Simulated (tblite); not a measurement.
Isomers of C8H13PS. Computed values, GFN2-xTB/tblite, gas phase, harmonic and unscaled. Against measured fundamentals such values can be off by several per cent, at times by over 20. One conformer each.

Electronic energies: GFN2-xTB at the same geometries; isomer energies are rough at this level and their order can be wrong.

```json
{"SMILES": "C=CC1=C(C)CC[P@@]1(C)=S", "electronic energy, lowest = 0 (kJ/mol)": "0.0"}
{"SMILES": "C#C[P@@](=S)(CCC)C1CC1", "electronic energy, lowest = 0 (kJ/mol)": "167.1"}
{"SMILES": "C#CC[P@@]1(=S)CCC[C@@H]1C", "electronic energy, lowest = 0 (kJ/mol)": "60.9"}
```

Problem. How do GFN2-xTB zero-point energies change the relative energies?

Solution. 
```
                   SMILES  ZPE (kJ/mol)  of it from modes above 1550 cm⁻¹  electronic (kJ/mol)  with ZPE, lowest = 0 (kJ/mol)  lowest mode (cm⁻¹)  rings
  C=CC1=C(C)CC[P@@]1(C)=S         486.2                             254.1                  0.0                            0.0                  57      1
C#CC[P@@]1(=S)CCC[C@@H]1C         489.3                             247.3                 60.9                           64.0                  40      1
   C#C[P@@](=S)(CCC)C1CC1         485.8                             250.0                167.1                          166.6                  33      1
```

The zero-point energies span 3.5 kJ/mol, from `C#C[P@@](=S)(CCC)C1CC1` to `C#CC[P@@]1(=S)CCC[C@@H]1C`. The order is unchanged.

Problem. What do entropy and thermal enthalpy add at 298.15 K and 1 bar (rigid rotor, harmonic oscillator, one conformer each)?

Solution. 
```json
{"SMILES": "C=CC1=C(C)CC[P@@]1(C)=S", "point group": "C1", "symmetry number": "1", "S (J/(mol K))": "463.8", "H − H(0) (kJ/mol)": "35.69", "ZPE + H − H(0) − TS (kJ/mol)": "383.6"}
{"SMILES": "C#CC[P@@]1(=S)CCC[C@@H]1C", "point group": "C1", "symmetry number": "1", "S (J/(mol K))": "458.0", "H − H(0) (kJ/mol)": "34.62", "ZPE + H − H(0) − TS (kJ/mol)": "387.4"}
{"SMILES": "C#C[P@@](=S)(CCC)C1CC1", "point group": "C1", "symmetry number": "1", "S (J/(mol K))": "487.3", "H − H(0) (kJ/mol)": "37.32", "ZPE + H − H(0) − TS (kJ/mol)": "377.8"}
```
